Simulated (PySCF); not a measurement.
Si(OSiH3)(F)2(Me) (CH6F2OSi2), SMILES F[Si](C)(O[SiH3])F. Heavy atoms are numbered as in [CH3:1][Si:2]([F:3])([F:4])[O:5][SiH3:6]. Hydrogens are named by the atom that carries them.

The structure is a stationary point at ωB97X-D3(BJ)/def2-SVP. The values are those of a single conformer.

The numbers are results of PBE/def2-TZVP (PySCF), not measurements.

ESP charges are fitted to the potential on shells at 1.4 to 2.0 van der Waals radii. Atomic charges (e), one atom of each kind:

```csv
atom,IAO,Mulliken,ESP fit,Löwdin
C1 (CH3),-0.79,-0.48,-0.87,-0.42
Si2,1.68,0.74,1.03,-0.16
F3,-0.51,-0.28,-0.31,0.03
O5,-0.85,-0.32,-0.39,0.03
Si6 (SiH3),0.82,0.26,0.30,0.16
H on C1,0.18,0.15,0.23,0.14
H on Si6,-0.13,-0.03,-0.05,-0.04
```

Problem. Give the Mayer and Wiberg (Löwdin basis) orders of the bonds. (The exact figures need the calculation; the answer reports its results.)

Solution. 
| bond | Mayer | Wiberg |
|---|---|---|
| C1–Si2 | 1.05 | 1.21 |
| Si2–F3 | 1.16 | 1.70 |
| Si2–F4 | 1.15 | 1.70 |
| Si2–O5 | 1.20 | 1.59 |
| O5–Si6 | 1.13 | 1.55 |
